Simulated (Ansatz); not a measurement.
`O[SiH2]CC[SiH3]`, charge 0, multiplicity 1.

(1) Give a relaxed structure at PBE0-D4/def2-TZVP (Ansatz 0.2.0). (An estimate is asked.)

Answers

(1) The calculation gave: 
Z-matrix (Å, degrees):
```
Si
C 1 1.874
O 1 1.650 2 113.3
H 1 1.494 2 108.1 3 123.1
H 1 1.484 2 109.5 3 -117.3
C 2 1.534 1 116.3 3 -72.9
H 2 1.096 1 107.9 3 52.1
H 2 1.098 1 106.0 3 164.9
H 3 0.959 1 117.3 2 68.0
Si 6 1.878 2 116.1 1 66.9
H 6 1.096 2 110.5 1 -55.9
H 6 1.097 2 110.3 1 -172.3
H 10 1.487 6 110.3 2 172.7
H 10 1.487 6 111.1 2 51.4
H 10 1.494 6 111.3 2 -68.5
```
This is one stationary point; other conformers may exist.
